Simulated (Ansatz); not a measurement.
Input file for H₄SeSiTe (`[SeH][SiH2][TeH]`):

```yaml
crystal:
  periodic: [false, false, false]
  atoms:
    - {symbol: Se, position_ang: [-1.635156, -0.819856, -0.636545]}
    - {symbol: Si, position_ang: [0.021914, 0.519953, 0.167997]}
    - {symbol: Te, position_ang: [1.484588, -0.846998, 1.639554]}
    - {symbol: H, position_ang: [-2.036127, 0.153814, -1.665038]}
    - {symbol: H, position_ang: [0.769101, 1.122210, -0.963205]}
    - {symbol: H, position_ang: [-0.493279, 1.597623, 1.049697]}
    - {symbol: H, position_ang: [1.950259, -1.794847, 0.361939]}
basis:
  gaussian: {orbitals: def2-TZVPP}
correlation: {method: ccsd_t}
output: {orbitals: {seedname: orbitals}}
```

```sh
$ ansatz run in.yaml --threads 4 --pin off --events-out ev --progress --plain
```

Output of Ansatz, abridged:

```
Functional definition: HF
1344 factors; integrals over basis functions are off by at most 8.1e-4 eV
mean field evaluation 1: about -80494.1937 eV, gradient 1.5e1 eV
mean field evaluation 2: about -80494.4324 eV, gradient 1.5e1 eV
mean field evaluation 4: about -80495.6587 eV, gradient 3.0e0 eV
mean field evaluation 8: about -80495.6939 eV, gradient 1.9e-1 eV
mean field evaluation 16: about -80495.6942 eV, gradient 2.6e-6 eV
mean field -80495.69419642 eV, -2958.1621997772 hartree, gradient 2.6e-6 eV, S^2 0.000000; 0 other end points of the search recorded, 0 dependent functions left out
18 core orbitals not correlated: weight in the atoms' cores, before any rotation towards them, 1.000 or more for the frozen orbitals, at most 0.000 for the correlated occupied ones
reference -80495.69419642 eV, -2958.1621997772 hartree; 20, 20 occupied and 158, 158 virtual orbitals, 1344 factors
second order -23.63122997 eV of doubles, -0.00000000 eV of singles
cycle   1  -23.07341047 eV  change    5.6e-1 eV  update   1.0e-1
cycle   2  -23.71898312 eV  change   -6.5e-1 eV  update   2.9e-2
cycle   3  -23.77187935 eV  change   -5.3e-2 eV  update   1.3e-2
cycle   4  -23.75320016 eV  change    1.9e-2 eV  update   3.2e-3
cycle   5  -23.75433553 eV  change   -1.1e-3 eV  update   1.4e-3
cycle   6  -23.75459926 eV  change   -2.6e-4 eV  update   4.0e-4
cycle   7  -23.75421442 eV  change    3.8e-4 eV  update   1.4e-4
cycle   8  -23.75422757 eV  change   -1.3e-5 eV  update   4.7e-5
perturbative correction -0.73970135 eV, -0.0271835233 hartree
Total energy: -80520.18812534 eV, -2959.0623350624 hartree
```

Hardware: 4 threads of a server CPU on a shared host. Wall time 20 s, peak host memory 2.6 GiB.

MP2 recovers 96.5 % of the CCSD(T) correlation energy and the triples give 3.0 %; T1 = 0.0100.
